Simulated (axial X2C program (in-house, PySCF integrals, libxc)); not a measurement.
## Low determinants of InSn at the PBE0 level, with spin–orbit coupling

Computed with an axial X2C code built on PySCF integrals. Two-component (2c) means X2C with spin–orbit coupling and atomic mean-field two-electron Coulomb and Gaunt terms. Basis: Sn dyall-cv3z [11s12p9d4f1g], In dyall-cv3z [11s12p9d4f1g] (cores contracted in-house); Gaussian nuclei, density fitting, unrestricted open shells. Masses: Sn 119.902 u, In 114.904 u.

Search at 2.820 Å (vertical energies from the lowest determinant):

```csv
ΔE (eV),state,electrons beyond evenly filled partner blocks,"electrons in ±ω = 1/2, 3/2, 5/2, 7/2"
0.00,Ω = 3/2,ω = 3/2,62 29 8 0
0.35,Ω = 1/2,"2 × ω = -1/2, ω = 3/2",62 29 8 0
0.47,Ω = 1/2,ω = 1/2,63 28 8 0
0.73,Ω = 5/2,"2 × ω = 1/2, ω = 3/2",62 29 8 0
0.97,Ω = 1/2,ω = 1/2,61 30 8 0
2.28,Ω = 5/2,"ω = -1/2, 2 × ω = 3/2",61 30 8 0
2.42,Ω = 7/2,"ω = 1/2, 2 × ω = 3/2",61 30 8 0
```

Lowest determinant, Ω = 3/2 (⟨Sz⟩ = 1.49, ⟨Lz⟩ = 0.01 at PBE0): Re = 2.841 Å, ωe = 145.8 cm⁻¹.

The determinant in row 2 of the search, Ω = 1/2 (⟨Sz⟩ = 0.51, ⟨Lz⟩ = -0.01 at PBE0), was followed along the bond at PBE0; measured from the minimum of the lowest determinant it gives:

Te = 0.353 eV (2850 cm⁻¹), Re = 2.826 Å, ωe = 147.5 cm⁻¹.

Compare the bond of the determinant in row 2 with that of the lowest one.

At PBE0 its Re is 0.015 Å shorter and its force constant, which goes as ωe², is 1.02 times that of the lowest determinant. This determinant mixes spin states, so it has no term energy of its own.

The search compares states at one distance, so a state with another bond length can lie lower; it is not exhaustive and yields mostly the lowest determinant of each block pattern, so other components and higher states of one pattern are missing. These are energies of single determinants, not of spin-adapted states; PBE0 term energies can be off by some tenths of an eV, and the functional has no current term. The lowest determinant need not be the ground state where others lie within half an eV.
